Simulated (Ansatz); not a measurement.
`BC=O` + `OC(F)[SiH3]` → `O=COC(F)[SiH3]` + BH₃  (substitution at a C–B bond)

Program: Ansatz. Geometries: PBE0-D4/def2-TZVP. ΔE: electronic, gas phase. CCSD(T)/CBS is the MP2 limit (def2-TZVPP, def2-QZVPP) plus CCSD(T) − MP2 in def2-TZVPP, frozen cores. This one scheme is used for every species. DFT in def2-TZVPP. B3LYP here is the variant with VWN-RPA as its local correlation; programs differ in this. One conformer a species, not always the lowest.

`BC=O`:

Z-matrix (Å, degrees):
```
B
C 1 1.538
H 1 1.192 2 118.5
H 1 1.192 2 118.5 3 171.4
O 2 1.221 1 96.8 3 -85.7
H 2 1.104 1 141.2 3 94.3
```

`OC(F)[SiH3]`:

Cartesian coordinates in Å:
```
O -0.911 -0.653 -1.182
C -0.259 0.385 -0.555
F 0.743 0.892 -1.387
Si 0.551 -0.271 1.049
H -1.443 -0.310 -1.908
H -0.930 1.235 -0.369
H 1.441 -1.406 0.708
H 1.327 0.835 1.663
H -0.520 -0.707 1.981
```

`O=COC(F)[SiH3]`:

Z-matrix (Å, degrees):
```
C
F 1 1.377
Si 1 1.911 2 109.9
O 1 1.411 2 108.1 3 -118.2
H 1 1.094 2 106.9 3 124.4
H 3 1.484 1 108.0 2 178.6
H 3 1.482 1 108.8 2 -61.1
H 3 1.483 1 107.9 2 59.4
C 4 1.351 1 116.8 2 -87.7
O 9 1.190 4 126.0 1 -2.5
H 9 1.099 4 108.5 1 178.2
```

BH₃:

Cartesian coordinates in Å:
```
B 0.000 0.000 0.000
H -0.119 0.243 1.162
H 0.785 -0.823 -0.360
H -0.666 0.580 -0.802
```

Problem. Is it downhill or uphill in electronic energy at CCSD(T)/CBS, and by how much? (Best estimate.)

Solution. The calculation gave: Downhill: ΔE = -0.31 eV.

Problem. What do these levels give: B3LYP-D4, ωB97X-V, HF/def2-TZVPP, HF/def2-QZVPP, MP2/def2-QZVPP, SCS-MP2/def2-QZVPP? (Estimate.)

Solution. Computed: B3LYP-D4 -0.34, ωB97X-V -0.39, HF/def2-TZVPP -0.60, HF/def2-QZVPP -0.59, MP2/def2-QZVPP -0.35, SCS-MP2/def2-QZVPP -0.37 eV.

Largest T1 diagnostic among the species: 0.021, so the coupled-cluster value is less sure than usual.

In def2-TZVPP, CCSD(T) changes the Hartree–Fock value by +0.24 eV (the triples alone add +0.02 eV) and MP2 by +0.22 eV. From PBE to PBE0 (25 % exact exchange), in def2-TZVPP and without D4, ΔE moves by −0.11 eV.
